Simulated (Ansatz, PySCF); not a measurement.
This Ansatz (a quantum-chemistry and plane-wave program) input computes a r2SCAN/def2-TZVPD energy:

Ansatz 0.2 input:
```yaml
crystal:
  periodic: [false, false, false]
  atoms:
    - {symbol: Sb, position_ang: [0.14925089, -0.58985287, 0.71379254]}
    - {symbol: Br, position_ang: [1.76580542, 0.89714789, -0.52576696]}
    - {symbol: Br, position_ang: [-1.98328528, -0.03764800, -0.51433074]}
basis:
  gaussian:
    orbitals: def2-TZVPD
hamiltonian:
  xc: {name: r2SCAN}
magnetization: {spin_polarized: true, initial_magnetization: 1}
output: {forces: true}
```

Write an input for the same energy in PySCF and say what it gives.


```python
from pyscf import gto, scf, dft

mol = gto.M(
    atom='''
    Sb    0.14925089   -0.58985287    0.71379254
    Br    1.76580542    0.89714789   -0.52576696
    Br   -1.98328528   -0.03764800   -0.51433074
    ''',
    basis='def2-tzvpd',
    ecp='def2-tzvp',
    charge=0,
    spin=1,
    verbose=4,
)

mf = dft.UKS(mol, xc='r2scan').density_fit(auxbasis='def2-universal-jkfit')
mf.grids.level = 4
mf.conv_tol = 1e-9
mf.max_cycle = 100
mf.max_memory = 1500
mf.kernel()
if not mf.converged:
    mf = mf.newton()
    mf.kernel(mf.make_rdm1())
for _ in range(2):
    mo, _, stable, _ = mf.stability(return_status=True)
    if stable:
        break
    mf.kernel(mf.make_rdm1(mo, mf.mo_occ))
mf.analyze()
```
It gives -5388.71202 Eh, and Ansatz -5388.71191 Eh, a difference of 0.11 mEh, from the treatment of integrals and grids.

It need not be the lowest isomer of its formula.
